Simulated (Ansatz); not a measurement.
`FB(F)O[SiH3]` + `[NH2][SnH3]` → `[SiH3][NH][SnH3]` + `OB(F)F` at 600 K and 1 bar (ligand exchange at the Si–O bond).

Isolated molecules relaxed with PBE0-D4/def2-TZVP in Ansatz; ΔE leaves out vibrations. CCSD(T)/CBS is the MP2 limit (def2-TZVPP, def2-QZVPP) plus CCSD(T) − MP2 in def2-TZVPP, frozen cores. This one scheme is used for every species. def2 core potentials past Kr. For Sn outer-core shells are correlated without core-valence functions, which leaves a few kJ/mol of doubt a bond. Each species was taken in one conformer, which may not be the lowest.

```csv
species,CCSD(T)/CBS energy (Eh),H − E (kJ/mol),S (J/(mol·K))
`FB(F)O[SiH3]`,-590.65048,158.3,419.1
`[NH2][SnH3]`,-271.71442,161.1,352.6
`[SiH3][NH][SnH3]`,-562.01692,220.6,453.5
`OB(F)F`,-300.33752,98.7,320.4
```

H − E and S are ideal-gas, rigid-rotor, harmonic terms from PBE0-D4/def2-TZVP, for one conformer and one mirror image of each species. 1 Eh = 2625.50 kJ/mol, R = 8.31446 J/(mol·K).

By hand: ΔE, ΔH, ΔS and ΔG.

ΔE = (-562.01692) + (-300.33752) − (-590.65048) − (-271.71442) = 0.01046 Eh = 27.5 kJ/mol. Δ(H − E) = 220.6 + 98.7 − 158.3 − 161.1 = -0.1, so ΔH = 27.4 kJ/mol. ΔS = 453.5 + 320.4 − 419.1 − 352.6 = 2.2 J/(mol·K). ΔG = 27.4 − 600 × (2.2)/1000 = 26.1 kJ/mol.

By hand: the equilibrium constant, and the temperature at which ΔG would vanish if ΔH and ΔS stayed fixed.

log₁₀ K = −ΔG/(RT ln 10) = -2.3. ΔG = 0 at ΔH/ΔS = 12455 K, far beyond where these terms or the molecules hold.

The number of gas molecules stays the same, so ΔS is small and ΔH decides. A doubt of 5 kJ/mol in ΔE shifts log₁₀ K by 0.4 here. Other conformers and mirror images would add mixing entropy, several J/(mol·K) or more a flexible species. Modes under 60 cm⁻¹, often nearly free rotors, make the harmonic entropy too high. These are equilibria of isolated gas molecules and say nothing of rates. Largest T1 diagnostic: 0.013 (customary marks: 0.02 for closed shells, 0.045 for open ones).
